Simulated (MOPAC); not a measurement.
MOPAC input (PM6):

```
PM6 PRECISE GNORM=0.05 LET XYZ CHARGE=1 GEO-OK AUX(PRECISION=9) THREADS=1
CCl3

Cl   -1.08831466 1   -1.24132302 1    0.03550894 1
C     0.00000000 1   -0.00000000 1    0.00000000 1
Cl    1.61889286 1   -0.32232673 1   -0.04317288 1
Cl   -0.53057821 1    1.56364975 1    0.00766394 1
```

Q: What heat of formation does the run end on?

A: 200.24 kcal/mol.
